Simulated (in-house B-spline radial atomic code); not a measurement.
Configurations of Ge IV (Ge3+), with energies counted from [Ar] 3d10 4s1. All numbers are computed (non-relativistic wB97X, spin-polarised, spherical fractional occupations; point nucleus) with an all-electron radial atomic-structure program (B-spline basis), not measured. Caution: exact exchange at fractional occupations of open shells leaves self-interaction of up to several eV. Shells without spins written out take the highest spin.

Occupations are held fixed; configurations that lie above the ionisation limit could autoionise.

```json
{"configuration": "[Ar] 3d10 4d1", "E - E(ref) (eV)": "25.719", "highest orbital": "4d up", "its <r> (bohr)": "3.172"}
{"configuration": "[Ar] 3d10 5p1", "E - E(ref) (eV)": "28.592", "highest orbital": "5p up", "its <r> (bohr)": "4.538"}
{"configuration": "[Ar] 3d9 4s1 4f1", "E - E(ref) (eV)": "68.554", "highest orbital": "4f up", "its <r> (bohr)": "4.572"}
{"configuration": "[Ar] 3d(5 up, 4 down) 4s(0 up, 1 down) 4f(1 up, 0 down)", "E - E(ref) (eV)": "68.732", "highest orbital": "4f up", "its <r> (bohr)": "4.635"}
{"configuration": "[Ne] 3s2 3p(3 up, 2 down) 3d10 4s(0 up, 1 down) 5s(0 up, 1 down)", "E - E(ref) (eV)": "144.7", "highest orbital": "5s down", "its <r> (bohr)": "3.811"}
{"configuration": "[Ne] 3s2 3p5 3d10 4s1 5p1", "E - E(ref) (eV)": "149.5", "highest orbital": "5p up", "its <r> (bohr)": "4.4"}
```

Task: Order these further configurations by energy, lowest first.
A. [Ne] 3s2 3p(3 up, 2 down) 3d10 4s(1 up, 0 down) 4f(1 up, 0 down)
B. [Ne] 3s2 3p5 3d10 4s1 5d1
C. [Ar] 3d10 4p(1 up, 0 down)
D. [Ar] 3d9 4s1 5d1
E. [Ne] 3s2 3p5 3d10 4s1 4d1

Result: C (12.447 eV), D (68.623 eV), E (145.57 eV), A (154.63 eV), B (154.69 eV).

Task: How far above the reference does [Ar] 3d9 4s1 5s1 lie?

Result: 58.477 eV; its least bound orbital is 5s up with <r> = 3.807 bohr.
